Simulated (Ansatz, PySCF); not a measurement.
Gas-phase reaction in SMILES: C[SiH](C)F [fluoro(dimethyl)silane] → C[SiH]F + [CH3] (CH3) (the C-Si bond at the site shown breaks; other sites are not compared here)
Geometries: B3LYP-D3(BJ)/def2-TZVP minima from Ansatz (a quantum-chemistry and plane-wave program). Frequencies are from Ansatz or PySCF.
Geometry of the first species:
SMILES: C[SiH](C)F
```xyz
11

Si    -0.0665     0.0739    -0.3508
C      1.3909    -1.0582    -0.1080
C     -1.5777    -0.4994     0.5724
F      0.3354     1.5377     0.2005
H     -0.3667     0.2357    -1.7933
H      1.1723    -2.0532    -0.5039
H      2.2745    -0.6785    -0.6245
H      1.6353    -1.1633     0.9512
H     -2.4046     0.2022     0.4480
H     -1.9054    -1.4740     0.2016
H     -1.3726    -0.5972     1.6407
```
Charge 0, spin multiplicity 1.

Wanted: bond dissociation energy (enthalpy at 298 K, with B3LYP-D3(BJ) rigid-rotor harmonic-oscillator terms), in eV. Cores are frozen in the correlated levels unless marked. Open shells are spin-unrestricted. Spin-orbit coupling is left out. No relativistic terms. Basis-set limits of correlation are two-point, X^-3; Hartree-Fock from the larger set. The bracket is a focal-point correction in the basis named.

| level | program | bond dissociation energy (eV) |
|---|---|---|
| HF/6-31G | Ansatz | 2.81 |
| PBE-D4/def2-TZVPD | Ansatz + dftd4 | 3.94 |

Task: What does RI-MP2/CBS(aug-cc-pV(T+d)Z,aug-cc-pV(Q+d)Z)+[CCSD(T)-MP2]/aug-cc-pV(T+d)Z (Ansatz) give?

Result: 4.14 eV, so PBE-D4/def2-TZVPD differs from it by -0.20 eV.
